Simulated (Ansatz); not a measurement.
Total energies of ClF5Mo (`[F][Mo]([F])([F])([F])([F])[Cl]`).

| atom | x (Å) | y (Å) | z (Å) |
| --- | --- | --- | --- |
| F1 | -1.437 | 0.011 | -1.184 |
| Mo2 | -0.026 | 0.000 | -0.022 |
| F3 | 1.097 | -0.033 | -1.455 |
| F4 | -0.090 | -1.820 | -0.031 |
| F5 | -1.218 | 0.034 | 1.355 |
| F6 | -0.031 | 1.821 | -0.069 |
| Cl7 | 1.706 | -0.013 | 1.405 |

Charge 0, multiplicity 1. Correlated methods include outer-core shells of Mo, which these sets cover unevenly. Mo takes the def2 core potential. Geometry: relaxed with PBE0-D4/def2-TZVP. Basis def2-TZVPP, Ansatz.

RPA on PBE orbitals: Hartree–Fock energy of these orbitals -1024.40240 Eh, correlation -3.01449 Eh (frozen core).

| functional | energy without D4 (Eh) | D4 term (kJ/mol) |
| --- | --- | --- |
| LDA (SPW92) | -1023.38858 | – |
| PBE | -1027.50251 | -19.4 |
| revPBE | -1027.91504 | -55.2 |
| BLYP | -1028.07310 | -42.4 |
| r2SCANh | -1027.85703 | -4.8 |
| r2SCAN0 | -1027.75252 | -5.4 |
| CAM-B3LYP | -1027.93617 | -16.6 |
| LC-ωPBE | -1027.68512 | – |
| ωB97X-V | -1027.78732 | – |
| ωB97M-V | -1027.83698 | – |

(1) Give the same for r2SCAN, B97M-V, PBE0, B3LYP, HSE06 (plane-wave form), BHLYP, B2PLYP, PBE-QIDH. (Best estimate.)

B3LYP takes the VWN-RPA correlation (the form of Gaussian; ORCA's B3LYP/G). HSE06 is the plane-wave form, built on full-range PBE exchange. The double hybrids freeze the cores in their second-order part.

Results:

(1) Ansatz gave: 
```tsv
functional	energy without D4 (Eh)	D4 term (kJ/mol)
r2SCAN	-1027.92925	-4.5
B97M-V	-1027.81496	–
PBE0	-1027.43903	-16.3
B3LYP	-1028.12035	-31.5
HSE06 (plane-wave form)	-1027.41155	-15.2
BHLYP	-1027.73222	-25.2
B2PLYP	-1027.61306	–
PBE-QIDH	-1027.22116	–
```

LC-ωPBE has ω = 0.4 bohr⁻¹.
